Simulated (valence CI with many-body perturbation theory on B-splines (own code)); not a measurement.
Values are calculated unless marked as measured or tabulated.
**Ce⁴⁴⁺: input, log and results**

Method: relativistic CI+MBPT: four valence electrons over a frozen Dirac-Fock core [Ne], radial functions for each j: 6 s, 6 p, 5 d, 3 f, 1 g, with the one-electron correlation potential Σ1 (screened to all orders), the two-electron term Σ2, the three-electron term Σ3, Breit, model QED; selected single and double excitations, second order for the rest, scaled by the run's own slope (own B-spline code, finite nucleus).

Command, and the settings that its task file holds:

```sh
python run_cv.py task.json out
```

```
atom Ce  Z=58  mass_number=140  rms_radius_fm=4.8771
core [Ne]
valence 3s2 3p2
avg = 1
basis = S
breit = 1
cap = 10000
capref = 1200
cscale = 1
de = 0.0
dress = 0
eps = 2e-08
extrap = 1
h = 0.27
hh = 1
l2 = 3
lcore = 2
maxit = 60
n2 = 5
natural = 1
nlev = 20
nno = [3, 3, 3, 2, 1]
nroot = 26
nsp = [3, 3, 2, 1, 0]
pt2 = 1
qed = 1
rpa = 1
s1 = 1
s2 = 1
s3 = 1
screen = 1
tol = 2e-05
whole = 1
```

It took 9.9 s on 1 thread of Arm Neoverse V1, with other jobs on the host.

Log. The first blocks belong to the next ion, which gives the ionisation energy. Fields: 2J, parity (1 odd), roots, reference size, generating configurations, candidates as configurations/state functions, variational space P, stored matrix elements, Davidson steps; e2 is the range of second-order energies in hartree. The first line gives the box (bohr), its intervals, the orbitals and the steps of their self-consistent field. Window is the range of levels sought, series limit the energy at which the first omitted orbital would enter, core excitation an estimate of the first excitation out of the core, left out the lowest levels not solved, and shifts from estimates the range by which levels moved from their first estimate, all in cm⁻¹.

```
rmax 1.9 intervals 55 orbitals 36 references ['3s2 3p2', '3s 3p3', '3s2 3p 3d', '3s 3p2 3d', '3p4'] scf 3 t 0.7
2J=1 par=1 roots 2 ref 37 generators 6 cand 1120/1674 P 684/1000 nnz 0 it 0
2J=1 par=1 roots 2 ref 37 generators 7 cand 466/711 P 851/1255 nnz 0 it 0
   second order: generators 13 cand 971/1434 e2 -0.00000 -0.00000
reference levels 484, estimated 64, window 3235689 1/cm; series limit 19569089, core excitation 39759768
2J=0 par=0 roots 3 ref 24 generators 9 cand 1537/2583 P 1853/2892 nnz 7.4e+05 it 4
2J=0 par=0 roots 3 ref 24 generators 14 cand 1573/2825 P 2158/3411 nnz 9.8e+05 it 4
   second order: generators 18 cand 2544/5059 e2 -0.00001 -0.00000
2J=2 par=0 roots 3 ref 41 generators 7 cand 2531/9669 P 1121/3546 nnz 1.5e+06 it 4
2J=2 par=0 roots 3 ref 41 generators 12 cand 2777/11420 P 2087/7303 nnz 5.4e+06 it 5
   second order: generators 17 cand 2777/13146 e2 -0.00002 -0.00001
2J=4 par=0 roots 4 ref 62 generators 12 cand 3342/17954 P 1164/3579 nnz 1.5e+06 it 5
2J=4 par=0 roots 4 ref 62 generators 21 cand 2979/16934 P 2494/9999 nnz 8.9e+06 it 6
   second order: generators 28 cand 3321/21788 e2 -0.00005 -0.00002
2J=4 par=1 roots 8 ref 65 generators 19 cand 3292/17835 P 1073/3586 nnz 1.6e+06 it 6
2J=4 par=1 roots 8 ref 65 generators 19 cand 3020/16814 P 2415/9993 nnz 9.1e+06 it 8
   second order: generators 30 cand 3094/19498 e2 -0.00007 -0.00002
2J=2 par=1 roots 6 ref 53 generators 17 cand 3020/12551 P 1254/3571 nnz 1.5e+06 it 4
2J=2 par=1 roots 6 ref 53 generators 19 cand 2702/11533 P 2785/9601 nnz 7.7e+06 it 6
   second order: generators 29 cand 3279/17282 e2 -0.00002 -0.00001
2J=6 par=1 roots 4 ref 57 generators 14 cand 2946/17414 P 1025/3576 nnz 1.6e+06 it 4
2J=6 par=1 roots 4 ref 57 generators 16 cand 2957/17254 P 2345/9998 nnz 9.3e+06 it 7
   second order: generators 27 cand 3319/24545 e2 -0.00004 -0.00002
2J=0 par=1 roots 2 ref 20 generators 8 cand 2305/3914 P 1379/2202 nnz 0 it 4
2J=0 par=1 roots 2 ref 20 generators 11 cand 1979/3368 P 1867/3061 nnz 8.5e+05 it 5
   second order: generators 14 cand 2417/4491 e2 -0.00001 -0.00001
2J=8 par=1 roots 1 ref 38 generators 5 cand 2485/12763 P 840/3234 nnz 1.7e+06 it 4
2J=8 par=1 roots 1 ref 38 generators 8 cand 2748/14280 P 1229/4948 nnz 3.1e+06 it 5
   second order: generators 11 cand 2855/16649 e2 -0.00003 -0.00003
2J=6 par=0 roots 2 ref 44 generators 7 cand 3016/16626 P 923/3552 nnz 1.6e+06 it 5
2J=6 par=0 roots 2 ref 44 generators 10 cand 2762/15612 P 2131/9995 nnz 9.8e+06 it 5
   second order: generators 14 cand 2551/16205 e2 -0.00004 -0.00003
left out: unestimated 4763685, estimated 3783157, shifts from estimates -0 to 41
operators 0.5
```

The Davidson iterations converged. The settings are bad on purpose, so the numbers may not be properties of the ion.

The last digits are not significant, and no measured levels were compared; by estimate large intervals hold to a few tenths of a per cent, small ones and those within an open d or f shell to about a per cent.

```
Valence energy                            : -554.1821 hartree
Ionisation energy                         : 3572.7 eV (NIST: 3570 ± 4 eV (theoretical))
Reference configurations for the orbitals : 3s2 3p2, 3s 3p3, 3s2 3p 3d, 3s 3p2 3d, 3p4
Radial orbitals                           : 36
Box radius                                : 1.873 bohr
Largest variational space                 : 9999
Lowest levels                             : (3s^2 3p1/2^2) J=0 0.00, (3s^2 3p1/2 3p3/2) J=1 105.35, (3s^2 3p1/2 3p3/2) J=2 112.39, (3s 3p1/2^2 3p3/2) J=2 219.57, (3s^2 3p3/2^2) J=2 222.84, (3s^2 3p3/2^2) J=0 238.08, (3s 3p1/2^2 3p3/2) J=1 241.23, (3s^2 3p1/2 3d3/2) J=2 267.46, (3s^2 3p1/2 3d3/2) J=1 297.20, (3s^2 3p1/2 3d5/2) J=2 300.58, (3s^2 3p1/2 3d5/2) J=3 304.24, (3s 3p1/2 3p3/2^2) J=2 [a] 328.23, (3s 3p1/2 3p3/2^2) J=3 336.47, (3s 3p1/2 3p3/2^2) J=0 344.19 eV
```

Levels are named by their leading jj configuration (3d3/2^4 stands for four electrons in 3d with j = 3/2), which in mixed levels can hold well under half, so a name can repeat and another be missing. Letters in brackets count levels of one name in rising energy.
